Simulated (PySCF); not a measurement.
ORD: `C#C[SiH2][C@H]1[Se]C[C@@H]1F`, C5H7FSeSi

Geometry:
| atom | x (Å) | y (Å) | z (Å) |
| --- | --- | --- | --- |
| C1 | 3.036 | 0.634 | -0.293 |
| C2 | 2.217 | 0.143 | 0.439 |
| Si3 | 0.928 | -0.598 | 1.536 |
| C4 | -0.745 | -0.203 | 0.704 |
| Se5 | -1.254 | 1.721 | 0.464 |
| C6 | -1.785 | 0.730 | -1.164 |
| C7 | -0.877 | -0.433 | -0.798 |
| F8 | -1.409 | -1.664 | -1.113 |
| H9 | 3.757 | 1.063 | -0.928 |
| H10 | 0.949 | 0.031 | 2.858 |
| H11 | 1.079 | -2.056 | 1.576 |
| H12 | -1.584 | -0.679 | 1.218 |
| H13 | -1.567 | 1.238 | -2.101 |
| H14 | -2.839 | 0.459 | -1.108 |
| H15 | 0.089 | -0.377 | -1.312 |

Theory: TDDFT PBE0/aug-cc-pVDZ circular dichroism and optical rotation, one conformer, gas phase in PySCF 2.14.0. Geometry: GFN2-xTB.

The molecule is flexible and this is one conformer; a measurement averages over conformers. The calculation is non-relativistic, which matters for the atoms heavier than Zn.

Stereocentres: C4 S, C7 S.

**Question.** Give the optical rotatory dispersion at 633, 589.3, 546, 436, 405, 365, 355 nm.

**Answer.** [α] in deg dm⁻¹ (g/mL)⁻¹:
```csv
λ (nm),origin-invariant length gauge,modified velocity gauge,length gauge (centre of mass),isotropic polarisability (au)
633,+89.8,+92.8,+91.6,113.0
589.3,+105.8,+109.3,+108.0,113.6
546,+126.5,+130.6,+129.0,114.3
436,+217.2,+223.4,+221.5,117.4
405,+256.9,+263.4,+262.0,118.8
365,+288.9,+292.1,+295.6,121.5
355,+264.6,+264.0,+271.9,122.3
```

The shortest wavelength is close to the first absorption, where this undamped response comes out too large.

**Question.** And for the mirror image at 589.3 nm?

**Answer.** -105.8 deg dm⁻¹ (g/mL)⁻¹ (origin-invariant length gauge): the same size and the opposite sign.

**Question.** What is the molar rotation [Φ] = [α]·M/100 of the geometry above at 589.3 nm?

**Answer.** With M = 193.16 g/mol, +204.4 deg cm² dmol⁻¹ (origin-invariant length gauge).

The first excitation lies at 3.83 eV (324 nm) with R = -1.5 × 10⁻⁴⁰ esu² cm² (velocity form).
